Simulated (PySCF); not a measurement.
## Orbital energies and ionisation energy

Compound: C4H9Br.
Geometry (PBE0-D3(BJ)/def2-SVP, Å), atoms numbered from 1 in this order:
```xyz
14
C4H9Br angstrom
C     -1.9673   -0.1211   -0.2903
C     -0.6680    0.2735    0.3939
C      0.5682   -0.2178   -0.3533
C      1.8466    0.1328    0.3739
Br     3.4288   -0.4634   -0.5904
H     -2.0737   -1.2157   -0.3445
H     -2.0082    0.2648   -1.3214
H     -2.8423    0.2729    0.2480
H     -0.6554   -0.1249    1.4239
H     -0.6196    1.3720    0.4958
H      0.5149   -1.3109   -0.4909
H      0.5931    0.2193   -1.3656
H      1.9626    1.2171    0.5015
H      1.9011   -0.3424    1.3627
```

Level: B3LYP/def2-SVPD (PySCF). Frontier orbitals with their largest atomic shares (Löwdin; up to four atoms above 4 %):

```csv
orbital,ε (eV),main atoms
HOMO−3,-9.36,"Br5 19 %, C2 19 %, C3 19 %, C1 11 %"
HOMO−2,-9.27,"C2 25 %, C3 16 %, C1 11 %, H10 11 %"
HOMO−1,-7.59,?
HOMO,-7.58,?
LUMO,-0.35,"Br5 56 %, C4 24 %"
LUMO+1,0.41,"C1 18 %, C2 13 %, Br5 13 %, C4 9 %"
LUMO+2,0.77,"Br5 32 %, C4 12 %, C1 12 %, H13 8 %"
```

Q: What vertical ionisation energy does ΔSCF give, and how far is −ε(HOMO) from it?

A: ΔSCF: 10.12 eV (976 kJ/mol; threshold wavelength 123 nm); ⟨S²⟩ of the doublet left behind is 0.752, against 0.75 for a pure doublet. −ε(HOMO) is 7.58 eV, 2.54 eV below it. In exact Kohn–Sham theory the two would be equal; B3LYP (global hybrid, 20 % exact exchange) falls short of its own ΔSCF value by 25 %.

Q: On which atoms does the HOMO lie?

A: HOMO: Br5 83 %, C4 11 %; HOMO−1: Br5 82 %, C4 9 %, C3 5 %. These 2 orbitals lie within 0.02 eV of one another. The HOMO−2 lies 1.69 eV lower.

Q: What kinetic energy would electrons from this vertical process carry with 118.2 nm light (10.49 eV)?

A: 10.49 − 10.12 = 0.37 eV.

Q: How many of the 10 lowest singlet excitations (vertical TDDFT, same level) lie below the ionisation energy?

A: All 10; they run from 6.04 to 7.90 eV.

Isolated species at its PBE0-D3(BJ)/def2-SVP geometry (one conformer only). The calculation is non-relativistic, for bromine too.
